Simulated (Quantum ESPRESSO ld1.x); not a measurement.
Problem. Species: the terbium ion Tb+. Configuration: [Kr] 4d10 4f9 5p6 6s1 5f2 (not the ground configuration). Method: Dirac Kohn-Sham, LDA (Slater exchange, VWN5 correlation), spin-unpolarised, spherical densities, point nucleus; open shells are shared between the two j in proportion to 2j + 1; computed with ld1.x of Quantum ESPRESSO 7.5. Some entries of the table are withheld. Estimate them.

orbital,occ.,eigenvalue (eV),<r^2> (bohr^2)
1s1/2,2,-51784.5,0.0006323
2s1/2,2,-8602.33,0.009839
2p1/2,2,-8178.95,(1)
2p3/2,4,-7433.12,(2)
3s1/2,2,-1926.56,0.06551
3p1/2,2,-1742.13,0.06088
3p3/2,4,-1588.20,0.06790
3d3/2,4,-1269.49,0.05397
3d5/2,6,-1235.86,0.05593
4s1/2,2,-401.289,0.3320
4p1/2,2,-329.082,0.3487
4p3/2,4,-294.716,0.3880
4d3/2,4,-175.622,0.4441
4d5/2,6,-169.420,0.4596
5p1/2,2,-50.9758,2.300
5p3/2,4,-45.9288,2.579
4f5/2,3.85714,-28.5093,0.8922
4f7/2,5.14286,-27.6815,0.9178
6s1/2,1,(3),10.71
5f5/2,0.857143,-3.2248,41.04
5f7/2,1.14286,-3.2144,41.34

Solution. 
(1) 2p1/2 <r^2> (bohr^2): 0.007128
(2) 2p3/2 <r^2> (bohr^2): 0.008358
(3) 6s1/2 eigenvalue (eV): -15.9430
